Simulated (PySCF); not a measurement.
## Adding and removing an electron: BeZn

PBE; Be x2c-SVPall, Zn x2c-SVPall; spin-free X2C with a Gaussian nucleus (PySCF 2.14). Neutral (UKS): singlet (closed shell), Re = 2.764 Å, ωe = 174 cm⁻¹, De = 0.19 eV, HOMO -4.83 eV, LUMO -2.28 eV.

BeZn⁺ (UKS): doublet (σ ↑), Re = 2.385 Å, ωe = 362 cm⁻¹, De = 1.89 eV to Be⁺ + Zn. The energies at the minima are -1809.95664 hartree for BeZn and -1809.68942 for BeZn⁺.

Work out the adiabatic ionisation energy, without and with harmonic zero-point energies (1 hartree = 27.2114 eV, 1 eV = 8065.5 cm⁻¹), and the change of the bond length.

At PBE: 0.26722 hartree = 7.271 eV between the minima; the zero-point term (362.0 − 174.0)/2 cm⁻¹ = +0.012 eV makes it 7.283 eV. Re changes by -37.9 pm against the neutral. Minus the HOMO energy is 4.83 eV, -2.44 eV from the value between the minima; self-interaction puts the Kohn–Sham level too high, less so with exact exchange. The electron leaves a σ orbital, and the shorter bond of the ion fits an antibonding orbital, or a change in how ionic the bond is.

Closed-shell solutions of metal pairs were not tested for spin polarisation, which can lower them a little. Weak bonds: BeZn. Basis-set superposition, not corrected here, can be much of De in a small basis, most of all at correlated wavefunction levels. For an ion De counts to the pair picked by the measured ionisation energies or electron affinities, which need not be the lowest pair at this level. States were picked by a PBE0 search and need not be the measured ground states.
